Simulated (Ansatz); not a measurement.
Isolated molecules relaxed with PBE0-D4/def2-TZVP in Ansatz; ΔE leaves out vibrations. CCSD(T)/CBS adds triple-zeta CCSD(T) − MP2 to the extrapolated MP2 energy (def2 sets, frozen cores). DFT in def2-TZVPP. For Ge, Se outer-core shells are correlated without core-valence functions, which leaves a few kJ/mol of doubt a bond. Scalar relativity is left out up to krypton. Each species was taken in one conformer, which may not be the lowest.

Consider the redistribution: `NBO[SiH2]F` + `[SiH3][Se][GeH3]` → `NB[Se][SiH3]` + `F[SiH2][O][GeH3]`.

Q: Is it downhill or uphill in electronic energy at CCSD(T)/CBS, and by how much? (Estimate.)

A: Ansatz gave: Uphill: ΔE = +82.4 kJ/mol.

Q: What do these levels give: ωB97X-V, B2PLYP, PBE, PBE0, HF/def2-TZVPP, MP2/CBS(def2)? (Best estimate.)

A: Computed: ωB97X-V 82.3, B2PLYP 84.5, PBE 85.3, PBE0 88.4, HF/def2-TZVPP 92.3, MP2/CBS(def2) 81.5 kJ/mol.

Largest T1 diagnostic among the species: 0.012.

From PBE to PBE0 (25 % exact exchange), in def2-TZVPP and without D4, ΔE moves by +3.1 kJ/mol. In def2-TZVPP, CCSD(T) changes the Hartree–Fock value by −12.9 kJ/mol (the triples alone add −2.3 kJ/mol) and MP2 by −13.8 kJ/mol.
